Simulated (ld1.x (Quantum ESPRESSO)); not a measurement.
tantalum: one change to a TM semilocal potential, before and after

| Item | Value |
| --- | --- |
| Element | Ta |
| Generator | ld1.x (Quantum ESPRESSO) 7.5 |
| Type | norm-conserving Troullier–Martins (semilocal form) |
| Functional | PBE |
| Relativity | scalar-relativistic |
| Frozen core | [Xe] 4f14 |
| Valence charge | 5 |
| Reference configuration | 5d3 6s1 6p0 (charge +1) |
| Partial waves | 6s (bound): rc 2.15 bohr; 6p (bound, empty): rc 3.05 bohr; 5d (bound): rc 2.50 bohr; 5f channel at 0.45 Ry: rc 2.85 bohr |
| Local potential | the f channel |
| Core correction | Bessel-smoothed model core inside 1.65 bohr |

All-electron outer shells of the reference configuration (PBE, scalar-relativistic, ld1.x):

| shell | level (eV) | outermost node (bohr) | outermost maximum (bohr) |
| --- | --- | --- | --- |
| 4f | -31.91 | – | 0.44 |
| 6s | -11.62 | 1.32 | 2.68 |
| 5d | -10.49 | 0.65 | 1.56 |
| 6p | -6.61 | 1.58 | 3.48 |

Change: all radii but the core radius scaled by about 0.83 (s 1.80, p 2.54, d 2.08, f 2.38 bohr).

Cutoffs: the cutoffs (Ry, on a coarse ladder) from which the occupation-weighted sum of valence levels, in a spherical-Bessel basis at the reference potential, stays within 10 and 1 mRy of its value at 400 Ry; they do not see the model core or the augmentation charge, which bear on the density cutoff. Errors are all-electron minus pseudo energies relative to the spin-unpolarised reference configuration.

Problem. Predict the effect on cutoff, ghosts and configuration errors.

Solution. The potential gets harder (25 Ry and 35 Ry → 50 Ry and 80 Ry); a bound ghost appears in s, which as a rule spoils a file; of the 7 tests that both files solve, the error grows in 3 and shrinks in 3 by more than 15 % and 0.3 meV (median size 19.7 → 26.1 meV). A smaller radius makes the pseudo-wave follow the all-electron one further in, where it bends more sharply, so more plane waves are needed. A semilocal file is local in each channel, so a ghost entry of none says nothing of the separable form that plane-wave codes build from it.

```csv
quantity,base,changed
"cutoff, loose",25 Ry,50 Ry
"cutoff, tight",35 Ry,80 Ry
loose cutoff by channel (10 mRy a level),"s 15 Ry, d 21 Ry","s 50 Ry, d 21 Ry"
bound ghosts,none,s
"error for 5d3 6s2 6p0, meV [ΔE -8.47 eV]",+0.2,+11
"error for 5d3 6s0 6p0, meV [ΔE 14.97 eV]",-15,-26
"error for 5d2 6s0 6p0, meV [ΔE 38.58 eV]",-186,-226
"error for 5d4 6s1 6p0, meV [ΔE -6.37 eV]",-20,+1.3
"error for 5d2 6s2 6p1, meV [ΔE -5.48 eV]",-93,-58
"error for 5d3 6s1 6p1, meV [ΔE -4.29 eV]",-2.3,+0.4
"error for 5d4 6s0 6p0, meV [ΔE 1.43 eV]",-50,-49
```

Changed file: These tests converged, but a pseudo level misses the all-electron one widely, so the file describes the atom poorly there or has found another state: 5d2 6s0 6p0: empty 6s by 3.2 eV (a node warning on the way). A true bound ghost makes a file unfit for plane-wave use even where its test errors are small: the radial tests pick states by their node count and pass the ghost by.
